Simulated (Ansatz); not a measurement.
`[CH3][Sn][SH]` + H₂O → `[CH3][Sn][OH]` + H₂S at 298.15 K and 1 bar (formal hydrolysis of the Sn–S bond).

Gas-phase electronic energies from Ansatz, PBE0-D4/def2-TZVP geometries. CBS: MP2 limit from def2 TZ/QZ plus the TZ coupled-cluster correction, frozen cores. This one scheme is used for every species. Elements past krypton have def2 core potentials. For Sn outer-core shells are correlated without core-valence functions, which leaves a few kJ/mol of doubt a bond. Each species was taken in one conformer, which may not be the lowest.

```
        species  CCSD(T)/CBS energy (Eh)  H − E (kJ/mol)  S (J/(mol·K))
`[CH3][Sn][SH]`               -652.29098           133.4          327.0
            H₂O                -76.37941            66.4          188.7
`[CH3][Sn][OH]`               -329.68108           141.9          315.4
            H₂S               -398.97279            49.9          205.7
```

H − E and S are ideal-gas, rigid-rotor, harmonic terms from PBE0-D4/def2-TZVP, for one conformer and one mirror image of each species. 1 Eh = 2625.50 kJ/mol, R = 8.31446 J/(mol·K).

**Question.** By hand: ΔE, ΔH, ΔS and ΔG.

**Answer.** ΔE = (-329.68108) + (-398.97279) − (-652.29098) − (-76.37941) = 0.01652 Eh = 43.4 kJ/mol. Δ(H − E) = 141.9 + 49.9 − 133.4 − 66.4 = -8.0, so ΔH = 35.4 kJ/mol. ΔS = 315.4 + 205.7 − 327.0 − 188.7 = 5.4 J/(mol·K). ΔG = 35.4 − 298.15 × (5.4)/1000 = 33.8 kJ/mol.

**Question.** By hand: the equilibrium constant, and the temperature at which ΔG would vanish if ΔH and ΔS stayed fixed.

**Answer.** log₁₀ K = −ΔG/(RT ln 10) = -5.9. ΔG = 0 at ΔH/ΔS = 6556 K, far beyond where these terms or the molecules hold.

The number of gas molecules stays the same, so ΔS is small and ΔH decides. A doubt of 5 kJ/mol in ΔE shifts log₁₀ K by 0.9 here. Other conformers and mirror images would add mixing entropy, several J/(mol·K) or more a flexible species. These are equilibria of isolated gas molecules and say nothing of rates. Largest T1 diagnostic: 0.016 (customary marks: 0.02 for closed shells, 0.045 for open ones).
